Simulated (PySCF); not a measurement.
A structure optimised at B3LYP-D3(BJ)/def2-SVP, used in a PySCF frequency run:

```xyz
11

C      0.9619     1.7562     0.0000
Si    -0.7061     0.8989     0.0000
C     -0.3725    -0.9970     0.0000
F      0.3722    -1.3163    -1.1086
F      0.3722    -1.3163     1.1086
H      1.5361     1.4591     0.8913
H      0.8563     2.8520     0.0000
H      1.5361     1.4591    -0.8913
H     -1.5073     1.2179    -1.2163
H     -1.5073     1.2179     1.2163
H     -1.2647    -1.6510     0.0000
```

### Question
Write its SMILES, formula and point group.

### Answer
C[SiH2]C(F)F, C2H6F2Si, Cs

### Question
What are its rotational constants (standard atomic weights)?

### Answer
5.3388, 2.5445, 2.4472 GHz
